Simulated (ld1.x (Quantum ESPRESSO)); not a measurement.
# revPBE ultrasoft dataset for tantalum (Ta), non-relativistic all-electron reference.

The input file (ld1.x (Quantum ESPRESSO) 7.5):

```
&input
   title='Ta', zed=73., rel=0, dft='REVPBE', iswitch=3,
   config='[Xe] 4f14 5d3 6s0 6p0',
   nld=3, rlderiv=2.25, eminld=-8.0, emaxld=5.0, deld=0.04
 /
 &inputp
   pseudotype=3, tm=.true., lloc=-1, rcloc=1.50,
   nlcc=.true., rcore=1.40,
   file_pseudopw='Ta.UPF', file_wfcaegen='ae.wfc', file_wfcncgen='nc.wfc', file_beta='beta', file_chi='chi', file_wfcusgen='us.wfc'
 /
6
5S  1  0   2.00   0.00  1.70  2.05  0.0
6S  2  0   0.00   0.00  1.70  2.05  0.0
5P  2  1   6.00   0.00  1.80  1.95  0.0
6P  3  1   0.00   0.00  1.80  1.95  0.0
5D  3  2   3.00   0.00  1.60  2.05  0.0
5D  3  2   0.00  -0.10  1.60  2.05  0.0
 &test
   configts(1)='5s2 5p6 5d3 6s0 6p0'
 /
```

Command:

```bash
ld1.x < Ta.in > Ta.out
```

The program printed (shortened: banner, matrices, multipoles, cross overlaps and the repeated all-electron block are left out):

```
Program LD1 v.7.5
     --------------------------- All-electron run ----------------------------

     Ta

     atomic number is 73.00
     dft =REVPBE   lsd =0 sic =0 latt =0  beta=0.20 tr2=1.0E-14
     Exchange-correlation= REVPBE
                           (   1   4   4   4   0   0   0)
     mesh =1273 r(mesh) = 100.43799 a.u. xmin = -7.00 dx = 0.01250
     1 Ry =  13.60569312 eV

     n l     nl                  e(Ry)          e(Ha)          e(eV)
     1 0     1S 1( 2.00)     -4555.4092     -2277.7046    -61979.5002
     2 0     2S 1( 2.00)      -747.2068      -373.6034    -10166.2666
     2 1     2P 1( 6.00)      -715.7568      -357.8784     -9738.3673
     3 0     3S 1( 2.00)      -170.5158       -85.2579     -2319.9859
     3 1     3P 1( 6.00)      -156.0015       -78.0007     -2122.5081
     4 0     4S 1( 2.00)       -34.5950       -17.2975      -470.6884
     4 1     4P 1( 6.00)       -28.5712       -14.2856      -388.7310
     3 2     3D 1(10.00)      -128.9662       -64.4831     -1754.6739
     5 0     5S 1( 2.00)        -5.5164        -2.7582       -75.0547
     5 1     5P 1( 6.00)        -3.8202        -1.9101       -51.9760
     4 2     4D 1(10.00)       -17.6240        -8.8120      -239.7869
     4 3     4F 1(14.00)        -3.4581        -1.7290       -47.0494
     5 2     5D 1( 3.00)        -1.3832        -0.6916       -18.8189
     6 0     6S 1( 0.00)        -1.2075        -0.6037       -16.4286
     6 1     6P 1( 0.00)        -0.8840        -0.4420       -12.0276

     final scf error:  8.3E-15 reached in  28 iterations

     Etot =  -29606.002959 Ry,  -14803.001480 Ha, -402810.190860 eV

     Ekin =   29598.209935 Ry,   14799.104967 Ha,  402704.161363 eV
     Encl =  -70426.019681 Ry,  -35213.009840 Ha, -958194.811652 eV
     Eh   =   11821.348958 Ry,    5910.674479 Ha,  160837.646220 eV
     Exc  =    -599.542171 Ry,    -299.771085 Ha,   -8157.186791 eV

     normalization and overlap integrals

     s(1S/1S) =  1.000000  <r> =   0.0208  <r2> =    0.0006  r(max) =   0.0137
     s(2S/2S) =  1.000000  <r> =   0.0877  <r2> =    0.0090  r(max) =   0.0750
     s(2P/2P) =  1.000000  <r> =   0.0742  <r2> =    0.0067  r(max) =   0.0584
     s(3S/3S) =  1.000000  <r> =   0.2231  <r2> =    0.0567  r(max) =   0.2064
     s(3P/3P) =  1.000000  <r> =   0.2132  <r2> =    0.0525  r(max) =   0.1939
     s(4S/4S) =  1.000000  <r> =   0.4988  <r2> =    0.2804  r(max) =   0.4651
     s(4P/4P) =  1.000000  <r> =   0.5066  <r2> =    0.2916  r(max) =   0.4651
     s(3D/3D) =  1.000000  <r> =   0.1871  <r2> =    0.0409  r(max) =   0.1529
     s(5S/5S) =  1.000000  <r> =   1.2044  <r2> =    1.6298  r(max) =   1.0747
     s(5P/5P) =  1.000000  <r> =   1.3385  <r2> =    2.0296  r(max) =   1.1730
     s(4D/4D) =  1.000000  <r> =   0.5254  <r2> =    0.3197  r(max) =   0.4651
     s(4F/4F) =  1.000000  <r> =   0.6177  <r2> =    0.4804  r(max) =   0.4369
     s(5D/5D) =  1.000000  <r> =   1.9412  <r2> =    4.4321  r(max) =   1.5251
     s(6S/6S) =  1.000000  <r> =   3.1595  <r2> =   11.1758  r(max) =   2.8138
     s(6P/6P) =  1.000000  <r> =   3.7743  <r2> =   15.9443  r(max) =   3.3519

     ------------------------ End of All-electron run ------------------------

     --------------------- Generating US pseudopotential ---------------------

      Generating local potential from pseudized AE potential:
      Matching radius rcloc =   1.5000

      Local pseudo, rcloc= 1.506 Estimated cut-off energy=    10.63 Ry

      Computing core charge for nlcc:

       r > 1.41 : true rho core
       r < 1.41 : rho core = a sin(br)/r    a=   2.34  b=   1.93

      Integrated core pseudo-charge :   2.19

      Wfc   5S  rcut= 1.707  Using Troullier-Martins method
      Wfc-us  5S rcutus= 2.033  Estimated cut-off energy=    13.55 Ry

      Wfc   6S  rcut= 1.707  Using Troullier-Martins method
      Wfc-us  6S rcutus= 2.033  Estimated cut-off energy=    27.60 Ry

      Wfc   5P  rcut= 1.794  Using Troullier-Martins method
      Wfc-us  5P rcutus= 1.934  Estimated cut-off energy=    22.52 Ry

      Wfc   6P  rcut= 1.794  Using Troullier-Martins method
      Wfc-us  6P rcutus= 1.934  Estimated cut-off energy=    40.73 Ry

      Wfc   5D  rcut= 1.583  Using Troullier-Martins method
      Wfc-us  5D rcutus= 2.033  Estimated cut-off energy=    27.73 Ry

      Wfc   5D  rcut= 1.583  Using Troullier-Martins method
      Wfc-us  5D rcutus= 2.033  Estimated cut-off energy=    33.99 Ry

     ------------------- End of pseudopotential generation -------------------

     Computing logarithmic derivative in   2.26101
     Computing logarithmic derivative in   2.26101
     Computing the partial wave expansion
     R is outside the sphere for l=    0 j= 0.00
     R is outside the sphere for l=    0 j= 0.00
     R is outside the sphere for l=    1 j= 0.00
     R is outside the sphere for l=    1 j= 0.00
     R is outside the sphere for l=    2 j= 0.00
     R is outside the sphere for l=    2 j= 0.00

     ---------------------- Testing the pseudopotential ----------------------

     Ta

     atomic number is 73.00   valence charge is 13.00
     dft =REVPBE   lsd =0 sic =0 latt =0  beta=0.20 tr2=1.0E-14
     mesh =1273 r(mesh) = 100.43799 xmin = -7.00 dx = 0.01250

     n l     nl             e AE (Ry)        e PS (Ry)    De AE-PS (Ry)
     1 0     5S   1( 2.00)       -5.51642       -5.51642        0.00000
     2 1     5P   1( 6.00)       -3.82017       -3.82017        0.00000
     3 2     5D   1( 3.00)       -1.38316       -1.38316        0.00000
     2 0     6S   1( 0.00)       -1.20748       -1.08366       -0.12382  !
     3 1     6P   1( 0.00)       -0.88401       -0.79404       -0.08997  !

     eps = 9.3E-24  iter =  1

     Etot =  -29606.002959 Ry,  -14803.001480 Ha, -402810.190860 eV
     Etotps =  -112.003470 Ry,     -56.001735 Ha,   -1523.884847 eV

     Ekin =      36.274829 Ry,      18.137414 Ha,     493.544187 eV
     Encl =    -219.170525 Ry,    -109.585263 Ha,   -2981.966909 eV
     Ehrt =      74.612375 Ry,      37.306188 Ha,    1015.153078 eV
     Ecxc =     -15.848557 Ry,      -7.924279 Ha,    -215.630608 eV
     (Ecc =      -2.025812 Ry,      -1.012906 Ha,     -27.562580 eV)
     Epseu=      12.128409 Ry,       6.064204 Ha,     165.015405 eV

     ---------------------- End of pseudopotential test ----------------------
```

A Bessel basis up to 400 Ry misses an occupied level by 0.90 Ry, so cutoffs and ghosts were not judged. Its overlap operator is not positive definite in a basis up to 400 Ry (lowest eigenvalue s -0.02), so the file is unfit for use: the generalised eigenproblem breaks down once the basis is large enough, and its test numbers describe a broken file.

Generation and configuration tests took about 2.2 s on one core of a shared server CPU.
